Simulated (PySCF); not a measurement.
Field gradients at the hydrogen positions

C5H12Si2.
Structure used (PBE0-D3(BJ)/def2-SVP), in Å, numbered top down from 1:
```
atom  x, y, z in Å
C1     0.6904   -1.8442   -2.7587
C2     0.7489   -1.0483   -1.6881
C3     0.3610    0.3923   -1.6531
Si4   -1.2975    0.6609   -0.7687
C5    -1.3433   -0.2222    0.8983
C6    -0.5175   -0.0422    1.9465
Si7    0.8929    1.1880    2.0655
H8     0.3676   -1.4668   -3.7347
H9     0.9653   -2.9002   -2.6982
H10    1.0735   -1.4779   -0.7315
H11    0.2631    0.8065   -2.6707
H12    1.1243    0.9939   -1.1302
H13   -2.3912    0.0855   -1.6093
H14   -1.5456    2.1286   -0.6044
H15   -2.1221   -0.9923    1.0033
H16   -0.6755   -0.6727    2.8348
H17    2.2086    0.5059    1.8534
H18    0.9078    1.8099    3.4242
H19    0.7435    2.2612    1.0365
```

Level: PBE0/pcSseg-1 (PySCF, non-relativistic); Q(2H) = 0.00286 b; rigid geometry, the same for H and D, with no vibrational averaging.

Question: Rank these positions by the coupling χzz of a deuteron there, largest first.
A. H19 (Si–H hydrogen)
B. H11 (methylene hydrogen)
C. H9 (vinylic hydrogen)

Answer: C (208 kHz), B (195 kHz), A (94 kHz).

What are Vzz, η and χzz (234.96 MHz × Q × Vzz) at all hydrogens?

```csv
atom,bonded to,bond length (Å),Vzz (au),η,χzz (kHz)
H8,C1,1.095,0.3048,0.07,205
H9,C1,1.093,0.3089,0.06,208
H10,C2,1.098,0.2951,0.07,198
H11,C3,1.103,0.2906,0.04,195
H12,C3,1.104,0.2893,0.04,194
H13,Si4,1.495,0.1399,0.03,94
H14,Si4,1.498,0.1393,0.01,94
H15,C5,1.100,0.2947,0.03,198
H16,C6,1.101,0.2941,0.04,198
H17,Si7,1.497,0.1391,0.01,93
H18,Si7,1.494,0.1401,0.02,94
H19,Si7,1.494,0.1392,0.04,94
```

Average by the element that carries the hydrogen.

on C: 199 kHz over 7 positions, mean bond length 1.099 Å; on Si: 94 kHz over 5 positions, mean bond length 1.496 Å.

How does χzz go with the bond length over the 7 C–H bonds?

A straight-line fit has a slope of -11.8 kHz for each 0.01 Å, with a correlation coefficient of -0.97, over lengths from 1.093 to 1.104 Å. The longer bonds have the smaller couplings here.

A static deuteron (I = 1) shows a doublet split by (3/2)χ, (3/4)χ(1 + η) and (3/4)χ(1 − η) with the field along z, y and x of the gradient. What are these for H17?

With |χ| = 93.4 kHz and η = 0.009: 140, 71 and 69 kHz, to first order and without motion.

Geometry: PBE0-D3(BJ)/def2-SVP, one conformer, isolated molecule. With so small a basis the couplings can be 20 % off.
